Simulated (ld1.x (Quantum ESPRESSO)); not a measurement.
PBE TM dataset for dysprosium (Dy), scalar-relativistic all-electron reference.

```
Element                 : dysprosium
Generator               : ld1.x (Quantum ESPRESSO) 7.5
Type                    : norm-conserving Troullier–Martins (Kleinman–Bylander form)
Functional              : PBE
Relativity              : scalar-relativistic
Frozen core             : [Kr]
Valence charge          : 30
Reference configuration : 4d10 4f10 5s2 5p6 5d0 6s0 6p0 (charge +2)
Partial waves           : 5p (bound): rc 2.60 bohr; 4d (bound): rc 0.75 bohr; 4f (bound): rc 1.10 bohr; 5s (bound): rc 1.25 bohr
Local potential         : the s channel
Core correction         : a·sin(br)/r model core inside 0.40 bohr
```

All-electron outer shells of the reference configuration (PBE, scalar-relativistic, ld1.x):

```json
{"shell": "4s", "level (eV)": "-407.33", "outermost node (bohr)": "0.28", "outermost maximum (bohr)": "0.50"}
{"shell": "4p", "level (eV)": "-305.53", "outermost node (bohr)": "0.28", "outermost maximum (bohr)": "0.51"}
{"shell": "4d", "level (eV)": "-166.96", "outermost node (bohr)": "0.26", "outermost maximum (bohr)": "0.53"}
{"shell": "5s", "level (eV)": "-63.03", "outermost node (bohr)": "0.63", "outermost maximum (bohr)": "1.16"}
{"shell": "5p", "level (eV)": "-39.39", "outermost node (bohr)": "0.67", "outermost maximum (bohr)": "1.33"}
{"shell": "4f", "level (eV)": "-17.08", "outermost node (bohr)": "–", "outermost maximum (bohr)": "0.54"}
{"shell": "6s", "level (eV)": "-14.52", "outermost node (bohr)": "1.55", "outermost maximum (bohr)": "3.04"}
{"shell": "5d", "level (eV)": "-13.56", "outermost node (bohr)": "0.76", "outermost maximum (bohr)": "1.94"}
{"shell": "6p", "level (eV)": "-10.14", "outermost node (bohr)": "1.86", "outermost maximum (bohr)": "3.75"}
```

Question: Does the generator finish with these settings?

Answer: Yes, a potential is produced.

Question: Estimate the cutoffs (Ry, on a coarse ladder) from which the occupation-weighted sum of valence levels, in a spherical-Bessel basis at the reference potential, stays within 10 and 1 mRy of its value at 400 Ry.

Answer: over 300 Ry and over 300 Ry.

Question: What does a ghost test show?

Answer: No extra level below or beside the all-electron valence levels (p, d, f, s tested).

Question: Tests: 4d10 4f10 5s2 5p6 5d0 6s2 6p0; 4d10 4f10 5s2 5p6 5d0 6s1 6p0; 4d10 4f9 5s2 5p6 5d0 6s0 6p0; 4d10 4f10 5s2 5p5 5d0 6s2 6p0; 4d10 4f10 5s2 5p6 5d0 6s1 6p1; 4d10 4f10 5s2 5p6 5d0.5 6s1.5 6p0; 4d10 4f10 5s2 5p6 5d0 6s0 6p2. Which has the largest error in its energy relative to the reference configuration, and how large is it?

Answer: 4d10 4f10 5s2 5p6 5d0.5 6s1.5 6p0, with -274 meV (all-electron minus pseudo) on -16.60 eV.
